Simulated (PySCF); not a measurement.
B(F)(vinyl)(NH2) (C2H5BFN), SMILES C=CB(N)F.

Geometry optimised at B3LYP-D3(BJ)/def2-SVP. This is a generated structure with no PubChem entry under its InChIKey; it may be hypothetical. Other conformers were not sampled.

Method: TDA-PBE/def2-SVPD (PySCF 2.14.0).

Vertical excitations. Isolated molecule, no solvent.

```
state  energy (eV)  λ (nm)      f                                            main pairs
-----  -----------  ------  -----  ----------------------------------------------------
S1            5.61     221  0.084                      HOMO→LUMO 61 %, HOMO−1→LUMO 34 %
S2            6.13     202  0.001                                      HOMO−2→LUMO 97 %
S3            6.34     196  0.005                                      HOMO→LUMO+1 99 %
S4            7.01     177  0.234  HOMO−1→LUMO 37 %, HOMO→LUMO 21 %, HOMO−1→LUMO+1 19 %
S5            7.18     173  0.094                                    HOMO−1→LUMO+1 77 %
S6            7.41     167  0.041                  HOMO→LUMO+2 78 %, HOMO−2→LUMO+1 12 %
S7            7.45     167  0.002                  HOMO−2→LUMO+1 61 %, HOMO−3→LUMO 28 %
S8            7.47     166  0.011                  HOMO−3→LUMO 66 %, HOMO−2→LUMO+1 23 %
S9            7.56     164  0.024                                      HOMO→LUMO+3 89 %
S10           8.06     154  0.016                    HOMO→LUMO+4 71 %, HOMO→LUMO+5 25 %
T1            3.99     310      0                                        HOMO→LUMO 87 %
T2            5.13     241      0                                      HOMO−1→LUMO 87 %
T3            5.56     223      0                                      HOMO−2→LUMO 99 %
T4            6.18     201      0                                      HOMO→LUMO+1 99 %
```
Triplets are in the Tamm–Dancoff approximation.
